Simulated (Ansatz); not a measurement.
Coupled-cluster run, C₂H₈O₂Si₂ (`O[SiH](O)/C=C/[SiH3]`).

```yaml
crystal:
  periodic: [false, false, false]
  atoms:
    - {symbol: O, position_ang: [0.629845, -0.000349, -2.826888]}
    - {symbol: Si, position_ang: [0.541583, -0.902372, -1.460797]}
    - {symbol: O, position_ang: [2.015437, -1.161381, -0.777214]}
    - {symbol: C, position_ang: [-0.488900, 0.081112, -0.281052]}
    - {symbol: C, position_ang: [-0.119415, 0.302539, 0.985193]}
    - {symbol: Si, position_ang: [-1.130453, 1.289175, 2.199949]}
    - {symbol: H, position_ang: [1.079505, -0.369588, -3.587667]}
    - {symbol: H, position_ang: [-0.045087, -2.237500, -1.775582]}
    - {symbol: H, position_ang: [2.339622, -2.061687, -0.765996]}
    - {symbol: H, position_ang: [-1.434911, 0.494191, -0.632985]}
    - {symbol: H, position_ang: [0.834379, -0.110733, 1.316168]}
    - {symbol: H, position_ang: [-1.481611, 0.459396, 3.385294]}
    - {symbol: H, position_ang: [-2.376909, 1.749935, 1.533665]}
    - {symbol: H, position_ang: [-0.363086, 2.467264, 2.687921]}
basis:
  gaussian: {orbitals: def2-TZVPP}
correlation: {method: ccsd_t}
```

```sh
$ ansatz run in.yaml --threads 2 --pin off --events-out ev --progress --plain --max-ram 32768MiB --backend cuda --devices 0, --max-vram 18GiB
```

The program prints (abridged):

```
Functional definition: HF
1887 factors; integrals over basis functions are off by at most 8.2e-4 eV
mean field evaluation 1: about -21985.7709 eV, gradient 5.3e1 eV
mean field evaluation 2: about -21986.1111 eV, gradient 5.4e1 eV
mean field evaluation 4: about -21992.1379 eV, gradient 4.6e0 eV
mean field evaluation 8: about -21992.2287 eV, gradient 2.3e-1 eV
mean field -21992.22893238 eV, -808.1995063969 hartree, gradient 7.8e-6 eV, S^2 0.000000; 0 other end points of the search recorded, 0 dependent functions left out
14 core orbitals not correlated: weight in the atoms' cores, before any rotation towards them, 1.000 or more for the frozen orbitals, at most 0.000 for the correlated occupied ones
reference -21992.22893238 eV, -808.1995063969 hartree; 18, 18 occupied and 288, 288 virtual orbitals, 1887 factors
second order -28.45907819 eV of doubles, -0.00000000 eV of singles
cycle   1  -28.96221879 eV  change   -5.0e-1 eV  update   1.2e-1
cycle   2  -29.69432106 eV  change   -7.3e-1 eV  update   3.5e-2
cycle   3  -29.84713730 eV  change   -1.5e-1 eV  update   1.7e-2
cycle   4  -29.83128398 eV  change    1.6e-2 eV  update   4.2e-3
cycle   5  -29.83152203 eV  change   -2.4e-4 eV  update   1.8e-3
cycle   6  -29.83228342 eV  change   -7.6e-4 eV  update   4.4e-4
cycle   7  -29.83202858 eV  change    2.5e-4 eV  update   1.7e-4
cycle   8  -29.83197677 eV  change    5.2e-5 eV  update   5.1e-5
cycle   9  -29.83199510 eV  change   -1.8e-5 eV  update   2.1e-5
perturbative correction -1.16764913 eV, -0.0429103140 hartree
Total energy: -22023.22857662 eV, -809.3387223101 hartree
```

Run time 16 s (2 threads of an AMD EPYC 7R13 on a shared host and a share of an NVIDIA H100 80 GB); peak host memory 0.83 GiB.

The correlation energy is -31.000 eV, 3.8 % of it from (T); the T1 diagnostic reads 0.0120.
